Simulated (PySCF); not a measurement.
GeS, SMILES [S]=[Ge] (connectivity only; charge and spin as stated), neutral, multiplicity 1.

Geometry: B3LYP-D3(BJ)/def2-TZVP.

These are PBE0/def2-TZVPD run with PySCF values and carry that method's errors.

```json
{
 "total_energy": "-2474.83789 hartree",
 "point_group": "C∞v",
 "highest_occupied_level": "-7.95 eV",
 "lowest_empty_level": "-2.45 eV",
 "orbital_gap": "5.50 eV",
 "dipole_moment": "2.27 D",
 "quadrupole, principal values (traceless, Buckingham form, about the centre of nuclear charge)": "-2.13, 1.06, 1.06 D·Å",
 "mean_static_polarisability": "52.7 bohr³ (7.81 Å³)",
 "polarisability_principal_values": "42.7, 42.7, 72.7 bohr³"
}
```
